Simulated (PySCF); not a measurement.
Isomers of C6H11O4P, mass 178.039 u with the commonest isotopes. Level of theory: PBE0/pcSseg-1 in PySCF (dipole) on a GFN2-xTB geometry, gas phase. One conformer each, none proved a minimum here; rigid rotors.

Task: Order these by out-of-plane moment Σ m c² = (Ia + Ib − Ic)/2, smallest first.
A. `[O:1]=[P:2]1([O:3][CH:4]2[CH2:5][CH2:6][CH2:7]2)[O:8][CH2:9][CH2:10][O:11]1` with O1–P2–O3–C4 11°, P2–O3–C4–C5 -142°, O3–C4–C5–C6 -131°, C4–C5–C6–C7 13°, C5–C6–C7–C4 -13°, O1–P2–O8–C9 154°
B. `[CH3:1][C@@H:2]1[CH2:3][O:4][P@:5](=[O:6])([O:7][CH:8]2[CH2:9][CH2:10]2)[O:11]1` with O4–P5–O7–C8 122°, P5–O7–C8–C9 -132°, C1–C2–C3–O4 -97°, C2–C3–O4–P5 -8°, C3–O4–P5–O6 -134°, O7–C8–C9–C10 -107°
C. `[O:1]=[P:2]1([O:3][CH:4]2[CH2:5][CH2:6]2)[O:7][CH2:8][CH2:9][CH2:10][O:11]1` with O1–P2–O3–C4 25°, P2–O3–C4–C5 126°, O3–C4–C5–C6 107°, O1–P2–O7–C8 -172°, P2–O7–C8–C9 56°, O7–C8–C9–C10 -59°

Result: B (92.08 u·Å²), A (104.22 u·Å²), C (117.26 u·Å²).

Task: Order these by rotational constant C, smallest first.
A. `[CH3:1][C@@H:2]1[CH2:3][O:4][P@:5](=[O:6])([O:7][CH:8]2[CH2:9][CH2:10]2)[O:11]1` with O4–P5–O7–C8 122°, P5–O7–C8–C9 -132°, C1–C2–C3–O4 -97°, C2–C3–O4–P5 -8°, C3–O4–P5–O6 -134°, O7–C8–C9–C10 -107°
B. `[O:1]=[P:2]1([O:3][CH:4]2[CH2:5][CH2:6][CH2:7]2)[O:8][CH2:9][CH2:10][O:11]1` with O1–P2–O3–C4 11°, P2–O3–C4–C5 -142°, O3–C4–C5–C6 -131°, C4–C5–C6–C7 13°, C5–C6–C7–C4 -13°, O1–P2–O8–C9 154°
C. `[O:1]=[P:2]1([O:3][CH:4]2[CH2:5][CH2:6]2)[O:7][CH2:8][CH2:9][CH2:10][O:11]1` with O1–P2–O3–C4 25°, P2–O3–C4–C5 126°, O3–C4–C5–C6 107°, O1–P2–O7–C8 -172°, P2–O7–C8–C9 56°, O7–C8–C9–C10 -59°

Result: B (569.2 MHz), A (620.2 MHz), C (658.7 MHz).

Task: Order these by radius of gyration √(Σ m r²/M), smallest first.
A. `[CH3:1][C@@H:2]1[CH2:3][O:4][P@:5](=[O:6])([O:7][CH:8]2[CH2:9][CH2:10]2)[O:11]1` with O4–P5–O7–C8 122°, P5–O7–C8–C9 -132°, C1–C2–C3–O4 -97°, C2–C3–O4–P5 -8°, C3–O4–P5–O6 -134°, O7–C8–C9–C10 -107°
B. `[O:1]=[P:2]1([O:3][CH:4]2[CH2:5][CH2:6]2)[O:7][CH2:8][CH2:9][CH2:10][O:11]1` with O1–P2–O3–C4 25°, P2–O3–C4–C5 126°, O3–C4–C5–C6 107°, O1–P2–O7–C8 -172°, P2–O7–C8–C9 56°, O7–C8–C9–C10 -59°
C. `[O:1]=[P:2]1([O:3][CH:4]2[CH2:5][CH2:6][CH2:7]2)[O:8][CH2:9][CH2:10][O:11]1` with O1–P2–O3–C4 11°, P2–O3–C4–C5 -142°, O3–C4–C5–C6 -131°, C4–C5–C6–C7 13°, C5–C6–C7–C4 -13°, O1–P2–O8–C9 154°

Result: B (2.229 Å), A (2.257 Å), C (2.361 Å).

```
                      SMILES  point group  Ia (u·Å²)  Ib (u·Å²)  Ic (u·Å²)      κ  μa (D)  μb (D)  μc (D)
          O=P1(OC2CCC2)OCCO1           C1     237.51     858.81     887.89  -0.98    0.30    4.25    0.62
C[C@@H]1CO[P@](=O)(OC2CC2)O1           C1     294.31     704.72     814.86  -0.82    1.36    3.89    1.15
          O=P1(OC2CC2)OCCCO1           C1     294.03     707.78     767.28  -0.90    0.87    5.14    0.97
```
